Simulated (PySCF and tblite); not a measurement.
# Conformers and averaged properties: C6H11F, numbered as in [F:1][CH:2]1[CH2:3][CH2:4][CH2:5][CH2:6][CH2:7]1

The ensemble was built from 90 distance-geometry starts (ETKDG and KDG, MMFF94s, GFN2-xTB) and rests on PBE0-D3(BJ)/def2-SVP geometries. Energies: PBE0-D3(BJ)/def2-TZVP, with GFN2-xTB thermal terms (modes under about 100 cm⁻¹ blended into free rotors). Symmetry numbers and mirror images are counted. Conformers within 4 kcal/mol (GFN2-xTB free energy) were kept, 7 at most. GIAO shieldings: PBE0/pcSseg-1. Couplings: B3LYP/pcSseg-1 with pcJ-1 on H, F (gas phase; spin-dipole term only for pairs with B, N, F, Si or P). Couplings are for ¹⁹F, ¹H. Shifts are against TMS (¹H), TMS (¹³C), CFCl3 (¹⁹F) at the same level; of two unlike H on one atom, a is the less shielded. Programs: PySCF with density fitting and tblite.

The 6-ring runs over atoms 2–3–4–5–6–7.

```csv
conformer,shape,symmetry,E(GFN2) kcal/mol,E(DFT) kcal/mol,G(298.15 K) kcal/mol,weight %,dipole D
1,6-ring chair (all substituents equatorial),Cs,0.00,0.00,0.00,63.1,2.04
2,6-ring chair (F1 axial),Cs,0.75,0.30,0.32,36.9,1.68
```

Weights (%) against temperature:

```json
{"T (K)": "220", "1": "67.0", "2": "33.0", "S(mix) cal/mol/K": "1.26"}
{"T (K)": "260", "1": "64.7", "2": "35.3", "S(mix) cal/mol/K": "1.29"}
{"T (K)": "298.15", "1": "63.1", "2": "36.9", "S(mix) cal/mol/K": "1.31"}
{"T (K)": "340", "1": "61.7", "2": "38.3", "S(mix) cal/mol/K": "1.32"}
{"T (K)": "380", "1": "60.7", "2": "39.3", "S(mix) cal/mol/K": "1.33"}
```

Averaged shifts at 298.15 K. ¹H: 4.29 (H2, 1H), 1.68 (H4a/H6a, 2H), 1.65 (H3a/H7a, 2H), 1.47 (H3b/H7b, 2H), 1.31 (H5a, 1H), 1.20 (H5b, 1H), 1.19 (H4b/H6b, 2H) ppm. ¹³C: 90.1 (C2), 34.7 (C3/C7), 27.6 (C5), 24.9 (C4/C6) ppm. ¹⁹F: -199.1 (F1) ppm.

Averaged couplings (Hz): ²J(F1,H2) 56.2, ³J(F1,H3a) 18.7, ³J(F1,H3b) 8.8, ⁴J(F1,H4b) -0.8, ⁴J(F1,H4a) 3.0, ⁵J(F1,H5a) 3.7, ³J(H2,H3a) 4.0, ³J(H2,H3b) 8.9, ⁴J(H2,H4a) -0.8, ²J(H3a,H3b) -14.4, ³J(H3a,H4b) 4.3, ³J(H3a,H4a) 7.8, ⁴J(H3a,H5a) 0.8, ⁴J(H3a,H5b) -0.6, ⁴J(H3a,H7a) 1.7, ³J(H3b,H4b) 10.5, ³J(H3b,H4a) 4.4, ⁴J(H3b,H5a) -0.5, ⁴J(H3b,H5b) 0.6, ⁴J(H3b,H7b) 0.8, ²J(H4b,H4a) -15.2, ³J(H4b,H5a) 4.2, ³J(H4b,H5b) 10.2, ⁴J(H4b,H6a) -0.6, ³J(H4a,H5a) 7.3, ³J(H4a,H5b) 4.2, ⁴J(H4a,H6a) 1.3, ²J(H5a,H5b) -14.9. Computed couplings to fluorine can be off by tens of per cent at such levels.

Coordinates of conformer 1 (Å):

```xyz
18

F    -2.351   -1.333   -0.395
C    -1.236   -0.529   -0.530
C     0.016   -1.381   -0.471
C     1.271   -0.517   -0.556
C     1.278    0.561    0.523
C     0.007    1.404    0.471
C    -1.243    0.533    0.552
H    -1.303   -0.043   -1.522
H    -0.009   -2.130   -1.278
H     0.003   -1.937    0.483
H     1.318   -0.036   -1.550
H     2.170   -1.150   -0.479
H     2.168    1.203    0.419
H     1.355    0.081    1.515
H     0.001    2.148    1.283
H    -0.009    1.978   -0.473
H    -2.159    1.138    0.468
H    -1.285    0.019    1.529
```

Coordinates of conformer 2 (Å):

```xyz
18

F    -0.325   -1.510   -1.559
C    -0.411   -1.387   -0.177
C    -1.433   -0.311    0.146
C    -0.968    1.063   -0.328
C     0.412    1.406    0.226
C     1.431    0.324   -0.120
C     0.969   -1.049    0.358
H    -0.747   -2.365    0.210
H    -1.587   -0.305    1.239
H    -2.397   -0.582   -0.311
H    -1.704    1.831   -0.042
H    -0.927    1.059   -1.430
H     0.349    1.509    1.325
H     0.747    2.383   -0.158
H     1.566    0.287   -1.214
H     2.416    0.563    0.311
H     0.924   -1.074    1.461
H     1.676   -1.835    0.049
```

Unscaled ¹⁹F shifts at such levels can be off by tens of ppm; differences between conformers or isomers are more reliable. Shifts are unscaled: against experiment ¹³C can be off by 15 ppm or more and ¹H by 0.8 ppm.

Search and properties took 3.9 min on 1 thread of Arm Neoverse V1 (shared host) (rough), launched as `OMP_NUM_THREADS=1 python ens_run.py task.json out`.
